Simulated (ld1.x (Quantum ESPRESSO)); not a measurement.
**Pt: PAW pseudisation with PBEsol, fully relativistic reference atom.**

```
Element                 : platinum
Generator               : ld1.x (Quantum ESPRESSO) 7.5
Type                    : PAW
Functional              : PBEsol
Relativity              : fully relativistic
Frozen core             : [Kr] 4d10 4f14
Valence charge          : 18
Reference configuration : 5s2 5p6 5d9 6s1 6p0
Partial waves           : 5s (bound): rcut 1.60, rcutus 1.80 bohr; 6s (bound): rcut 1.60, rcutus 1.80 bohr; 5p (bound): rcut 1.45, rcutus 1.55 bohr; 6p (bound, empty): rcut 1.45, rcutus 1.55 bohr; 5d (bound): rcut 1.55, rcutus 1.70 bohr; 5d channel at 0.35 Ry: rcut 1.55, rcutus 1.70 bohr
Local potential         : all-electron potential smoothed inside 1.50 bohr (lloc = -1)
Core correction         : a·sin(br)/r model core, default radius (ld1.x builds one for every PAW set, though the input has nlcc=.false.)
Augmentation charge     : BESSEL, radius 1.20 bohr
```

Open shells are filled in proportion to 2j + 1 (rel_dist='average').

Poles of the logarithmic derivatives, all-electron (AE) and pseudo (PS). s: poles at -7.3 (AE) and -7.3 (PS) Ry. p1/2: poles at -4.6 (AE) and -4.6 (PS) Ry. p3/2: poles at -3.3 (AE) and -3.3 (PS) Ry. d3/2: poles at 1.0 (AE) and 1.0 (PS) Ry. d5/2: poles at 1.2 (AE) and 1.2 (PS) Ry. Test radius 1.94 bohr.

- Configuration tests: test run stopped at test 6 of 7 (negative rho), 2 before it not solved

The ghost test of this file was not conclusive.
